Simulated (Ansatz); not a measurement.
Stretching the C4–H7 bond in C2H6Be (SMILES [BeH][CH2]C) (multiplicity 1 held, fragments rigid). Energies count from the point at 1.093 Å.
Geometry at that point (charge 0, multiplicity 1):
| atom | x (Å) | y (Å) | z (Å) |
|---|---|---|---|
| Be | -1.4452 | -0.3387 | 0.7701 |
| H | -2.6893 | -0.1958 | 1.2244 |
| C | 0.1257 | -0.5230 | 0.1984 |
| C | 0.7015 | 0.6578 | -0.6109 |
| H | 0.1697 | -1.4350 | -0.4126 |
| H | 0.7852 | -0.7314 | 1.0519 |
| H | 0.7254 | 1.5770 | -0.0208 |
| H | 0.1033 | 0.8659 | -1.5011 |
| H | 1.7234 | 0.4649 | -0.9477 |

Restricted levels (R-, RO-) in cc, def2 and unpolarised 6-31G sets keep to the state of the molecule at rest. U- levels take the lowest unrestricted solution at each point, which mixes spins at long bonds. Active spaces are followed from a long bond inwards. Levels need not reach the same state.

Frozen-core correlation.

Codes used: Ansatz (Gaussian orbitals). 

Energies in eV.

| R (Å) | R-MP2/cc-pVDZ | R-CCSD(T)/cc-pVDZ | U-CCSD(T)/cc-pVDZ | SC-NEVPT2 on CASSCF(2,2)/cc-pVDZ | FIC-MRCISD on CASSCF(2,2)/cc-pVDZ | FIC-MRCISD+Q on CASSCF(2,2)/cc-pVDZ |
|---|---|---|---|---|---|---|
| 0.874 | 1.43 | 1.45 | 1.45 | 1.47 | 1.45 | 1.45 |
| 0.983 | 0.31 | 0.32 | 0.32 | 0.33 | 0.32 | 0.32 |
| 1.093 | 0.00 | 0.00 | 0.00 | 0.00 | 0.00 | 0.00 |
| 1.202 | 0.13 | 0.12 | 0.12 | 0.10 | 0.12 | 0.12 |
| 1.311 | 0.50 | 0.46 | 0.46 | 0.44 | 0.46 | 0.46 |
| 1.475 | 1.23 | 1.14 | 1.14 | 1.11 | 1.14 | 1.15 |
| 1.639 | 2.02 | 1.87 | 1.87 | 1.82 | 1.85 | 1.86 |
| 1.912 | 3.24 | 2.91 | 2.96 | 2.85 | 2.88 | 2.91 |
| 2.185 | 4.25 | 3.67 | 3.78 | 3.61 | 3.63 | 3.67 |
| 2.513 | 5.17 | 4.18 | 4.40 | 4.18 | 4.18 | 4.23 |
| 2.950 | 5.98 | 4.31 | 4.67 | 4.52 | 4.52 | 4.56 |
| 3.496 | 6.44 | 4.00 | 4.73 | 4.65 | 4.64 | 4.69 |

Doubts at one or more of the structures used: a restricted determinant that unrestricted orbitals would lower (R-MP2/cc-pVDZ, R-CCSD(T)/cc-pVDZ); other coupled-cluster roots lie near (R-CCSD(T)/cc-pVDZ); T1 above 0.05 (R-CCSD(T)/cc-pVDZ, U-CCSD(T)/cc-pVDZ); a spin-contaminated determinant (U-CCSD(T)/cc-pVDZ).

Ansatz is an electronic-structure program.
